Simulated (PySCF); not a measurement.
## SnBr: one state, many levels of theory

State: ²Π (doublet), unpaired electrons π ↑. Set-up: PySCF, scalar-relativistic core potentials, basis sets Sn def2-TZVPPD with ECP28, Br def2-TZVPPD. De refers to Sn + Br in their high-spin ground configurations, without counterpoise correction. The functionals are run spin-unrestricted. A positive dipole means Sn(−)Br(+).

```tsv
Level	Re (Å)	ωe (cm⁻¹)	De (eV)	μ (D)	CPU s a point (SCF and correlation, without the integrals)
UHF	2.543	238	2.33	-3.03	3.4
UHF-MP2	2.505	248	3.51	n/a	5.9
UHF-SCS-MP2	2.519	244	3.39	n/a	n/a
PBE	2.542	234	3.71	-2.40	1.9
PW91	2.540	234	3.74	-2.40	1.3
BLYP	2.575	223	3.56	-2.59	1.2
TPSS	2.537	235	3.67	-2.45	2.2
r²SCAN	2.521	242	3.67	-2.38	2.2
TPSSh	2.528	239	3.62	-2.49	4.1
PBE0	2.519	243	3.57	-2.52	5.5
M06	2.525	243	3.70	-2.53	3.9
ωB97X	2.512	246	3.65	-2.63	7.3
```

The bond length runs from 2.505 Å (UHF-MP2) to 2.575 Å (BLYP). De spans 2.33 eV (UHF, mean field) to 3.74 eV (PW91, GGA).

Correlated steps freeze 13 core orbitals. These are scalar-relativistic numbers at best; spin–orbit coupling would shift them, the dissociation energy most. The state is the lowest determinant that a PBE0 search found; another state may lie lower at other levels.

The whole job (state search and all levels along the bond) took about 4.7 min on 2 threads of Intel Xeon Platinum 8259CL @ 2.50GHz (shared host), peak memory 5 GiB.
